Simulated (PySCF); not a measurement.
# GaCl + HCl → GaH + Cl₂

Level: PBE in the def2-SVP basis family, all electrons, no relativity, computed in PySCF with density fitting; open shells unrestricted.

| species | state and structure | E (Eh) | ZPE (kJ/mol) | H(298 K) − H(0) (kJ/mol) | S° (J/(mol K)) |
| --- | --- | --- | --- | --- | --- |
| GaCl | singlet, C∞v, Ga–Cl 2.234 Å | -2384.24824 | 2.2 | 9.6 | 240.0 |
| HCl | singlet, C∞v, H–Cl 1.296 Å | -460.46126 | 17.4 | 8.7 | 186.9 |
| GaH | singlet, C∞v, Ga–H 1.703 Å | -1924.87241 | 9.2 | 8.7 | 199.8 |
| Cl₂ | singlet, D∞h, Cl–Cl 2.054 Å | -919.69068 | 2.9 | 9.3 | 223.9 |

Problem. What is the electronic reaction energy?

Solution. At PBE/def2-SVP, ΔE = 384.4 kJ/mol from the differences of the total energies times 2625.5, uphill. 

Problem. Add zero-point, thermal and entropy terms for 298.15 K and 1 bar.

Solution. ΔZPE = -7.5 and Δ[H(298) − H(0)] = -0.3 kJ/mol give ΔH° = 376.6 kJ/mol. ΔS° = -3.2 J/(mol K), so ΔG° = 376.6 − 298.15 × (-0.0032) = 378 kJ/mol.

Only the bonding shown was studied: isomers, or loss of a ligand pair, can lie lower.
